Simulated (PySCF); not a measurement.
RbCl, SMILES [Cl][Rb].

The structure is a stationary point at B3LYP-D3(BJ)/def2-TZVPD. The def2 effective core potentials stand for the cores of Rb; spin–orbit coupling is left out.

Method: PySCF with TDDFT-LC-ωPBE/def2-TZVPD.

Vertical excitations; the highest root listed may be one member of a degenerate set.  State labels are in the subgroup C2v.

Computed UV-visible absorptions:
| state | symmetry | energy (eV) | λ (nm) | f | main pairs |
|---|---|---|---|---|---|
| S1 | B2 | 5.06 | 245 | 0.025 | HOMO→LUMO, HOMO→LUMO+8, HOMO→LUMO+3 (degenerate set) |
| S2 | B1 | 5.06 | 245 | 0.025 | HOMO−1→LUMO, HOMO−1→LUMO+8, HOMO−1→LUMO+3 (degenerate set) |
| S3 | A1 | 5.25 | 236 | 0.070 | HOMO−2→LUMO 71 %, HOMO−2→LUMO+8 14 %, HOMO−2→LUMO+3 11 % |
| S4 | A1 | 6.27 | 198 | 0.000 | HOMO→LUMO+2 33 %, HOMO−1→LUMO+1 33 %, HOMO→LUMO+7 12 %, HOMO−1→LUMO+6 12 % |
| S5 | A2 | 6.27 | 198 | 0.000 | HOMO→LUMO+1 33 %, HOMO−1→LUMO+2 33 %, HOMO→LUMO+6 12 %, HOMO−1→LUMO+7 12 % |
| S6 | A2 | 6.31 | 197 | 0.000 | HOMO−1→LUMO+2 33 %, HOMO→LUMO+1 33 %, HOMO−1→LUMO+7 12 %, HOMO→LUMO+6 12 % |
| S7 | A1 | 6.34 | 196 | 0.007 | HOMO−1→LUMO+1 37 %, HOMO→LUMO+2 37 %, HOMO−1→LUMO+6 9 %, HOMO→LUMO+7 9 % |
| S8 | B1 | 6.43 | 193 | 0.004 | HOMO−2→LUMO+1, HOMO−2→LUMO+6 (degenerate set) |
| S9 | B2 | 6.43 | 193 | 0.004 | HOMO−2→LUMO+2, HOMO−2→LUMO+7 (degenerate set) |
| S10 | B1 | 6.44 | 192 | 0.060 | HOMO−1→LUMO+3 29 %, HOMO−1→LUMO+9 27 %, HOMO−1→LUMO 20 %, HOMO−1→LUMO+8 17 % |
| T1 | B1 | 4.98 | 249 | 0 | HOMO−1→LUMO, HOMO−1→LUMO+8, HOMO−1→LUMO+3 (degenerate set) |
| T2 | B2 | 4.98 | 249 | 0 | HOMO→LUMO, HOMO→LUMO+8, HOMO→LUMO+3 (degenerate set) |
| T3 | A1 | 5.07 | 245 | 0 | HOMO−2→LUMO 67 %, HOMO−2→LUMO+8 16 %, HOMO−2→LUMO+3 11 % |
| T4 | A1 | 6.16 | 201 | 0 | HOMO−1→LUMO+1 28 %, HOMO→LUMO+2 28 %, HOMO−1→LUMO+6 14 %, HOMO→LUMO+7 14 % |
Triplets are in the Tamm–Dancoff approximation, which puts them higher than full response would, so one can lie above its singlet here.
